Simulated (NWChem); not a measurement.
# CH$_{6}$MgSi; SMILES [CH3][Mg][SiH3]

```xyz
9

Mg     0.2835    -0.6451    -0.0005
C      0.3531    -2.7377    -0.0005
H      0.8487    -3.1295    -0.8987
H     -0.6518    -3.1793     0.0309
H      0.9029    -3.1277     0.8664
Si     0.1956     1.9487    -0.0005
H     -1.1775     2.5014     0.2328
H      0.6493     2.5639    -1.2892
H      1.0532     2.5779     1.0549
```
Atoms are numbered in this order, from 1.

All runs: NWChem. Pople sets run with spherical d functions. Geometry: optimised at B3LYP/6-31G* (spherical d). Vzz is the largest principal value of the second derivative of the potential at the nucleus (NWChem prints the opposite sign); η is the asymmetry. Non-relativistic.

```json
[
 {"level": "PBE0/cc-pVTZ", "Vzz Mg1 (a.u.)": "-0.906", "η Mg1": "0.00", "relative time": "8"},
 {"level": "PBE0/6-31G*", "Vzz Mg1 (a.u.)": "-0.797", "η Mg1": "0.00", "relative time": "1"},
 {"level": "B3LYP/6-31G*", "Vzz Mg1 (a.u.)": "-0.792", "η Mg1": "0.00", "relative time": "1"},
 {"level": "B3LYP/def2-SVP", "Vzz Mg1 (a.u.)": "-0.957", "η Mg1": "0.00", "relative time": "1"}
]
```

Times are rough ratios from one shared machine.
